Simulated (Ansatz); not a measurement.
`[SH][Ge]([SH])[SH]` radical, relaxed with UKS PBE0-D4/def2-TZVP in Ansatz from a GFN2-xTB geometry. The force threshold is 0.005 eV/Å; the program also tests the step.

Charge 0, multiplicity 2.

Start:

```xyz
7

S     2.210   -0.128    0.450
Ge    0.167    0.933    0.160
S    -1.147    0.230    1.908
S    -0.816   -0.119   -1.655
H     1.642   -1.328    0.390
H    -2.268    0.282    1.199
H     0.211    0.129   -2.453
```

**Question.** By how much does the energy fall, and how many steps does the optimiser take? (An estimate is asked.)

**Answer.** Ansatz gave: 18.10 kJ/mol, in 26 steps, 5 of them rejected.

**Question.** Which bonds change most? (An estimate is asked.)

**Answer.** Ansatz gave: S1–Ge2 from 2.320 to 2.238 Å; Ge2–S3 from 2.297 to 2.226 Å; Ge2–S4 from 2.317 to 2.249 Å; S4–H7 from 1.325 to 1.344 Å.

**Question.** Give the relaxed structure. (Best estimate.)

**Answer.** Computed: 
```xyz
7

S     1.945   -0.476    0.969
Ge    0.087    0.512    0.206
S    -1.345    0.203    1.881
S    -0.756   -0.505   -1.614
H     2.337   -0.826   -0.267
H    -2.310    0.924    1.284
H     0.043    0.167   -2.459
```
